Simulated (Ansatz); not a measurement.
`N[SiH]1SS1` → 3 H• + N• + 2 S• + Si•  (atomization)

Calculated with Ansatz (gas phase, PBE0-D4/def2-TZVP geometries, no zero-point term in ΔE). CCSD(T)/CBS is the MP2 limit (def2-TZVPP, def2-QZVPP) plus CCSD(T) − MP2 in def2-TZVPP, frozen cores. This one scheme is used for every species, atoms too. DFT in def2-TZVPP. B3LYP here is the variant with VWN-RPA as its local correlation; programs differ in this. HSE06 is defined as in plane-wave codes. Open shells (•) are unrestricted, without spin–orbit coupling. Spin–orbit coupling would lower the free atoms: a little for S, Si. Each species was taken in one conformer, which may not be the lowest.

```tsv
level	ΔE (kJ/mol)	difference from CCSD(T)/CBS
LDA (SPW92)	2655.3	374.7
PBE-D4	2335.5	54.9
revPBE-D4	2273.9	-6.7
BLYP-D4	2270.5	-10.1
r2SCAN-D4	2284.5	3.9
B97M-V	2311.6	31.0
PBE0-D4	2279.3	-1.3
B3LYP-D4	2265.2	-15.4
r2SCANh-D4	2263.8	-16.8
r2SCAN0-D4	2234.3	-46.3
HSE06-D4	2281.4	0.8
BHLYP-D4	2182.0	-98.6
CAM-B3LYP-D4	2260.9	-19.7
ωB97X-V	2301.3	20.7
ωB97M-V	2301.1	20.5
B2PLYP	2231.3	-49.3
PBE	2314.9	34.3
revPBE	2218.6	-62.0
BLYP	2225.7	-54.9
PBE0	2261.9	-18.7
B3LYP	2231.3	-49.3
r2SCANh	2258.9	-21.7
r2SCAN0	2228.7	-51.9
HSE06	2265.1	-15.5
BHLYP	2153.2	-127.4
CAM-B3LYP	2243.0	-37.6
LC-ωPBE	2239.8	-40.8
MP2/def2-SVP	2031.3	-249.3
CCSD/def2-SVP	1960.4	-320.2
CCSD(T)/def2-SVP	1997.8	-282.8
HF/def2-TZVPP	1477.6	-803.0
MP2/def2-TZVPP	2230.7	-49.9
CCSD/def2-TZVPP	2121.7	-158.9
CCSD(T)/def2-TZVPP	2176.3	-104.3
HF/def2-QZVPP	1483.5	-797.1
MP2/def2-QZVPP	2292.6	12.0
SCS-MP2/def2-QZVPP	2290.0	9.4
HF/CBS(def2)	1484.4	-796.2
MP2/CBS(def2)	2335.0	54.4
CCSD/CBS(def2)	2226.1	-54.5
CCSD(T)/CBS	2280.6	0
```

Largest T1 diagnostic among the species: 0.012.

The D4 term adds +33.8 kJ/mol with B3LYP and +17.4 kJ/mol with PBE0; it sums over pairs of atoms, weighted by their polarisabilities, and B3LYP, whose exchange is more repulsive, gets the larger term. From r2SCAN to r2SCAN0 (25 % exact exchange), in def2-TZVPP and without D4, ΔE moves by −51.2 kJ/mol: exact exchange takes away binding that semilocal exchange gives to molecules.

For atomizations the MP2-based limit and the directly extrapolated one differ by several kJ/mol either way, and by 10 to 25 for some Ge, Se and Sn compounds, so smaller differences from it don't rank the levels.
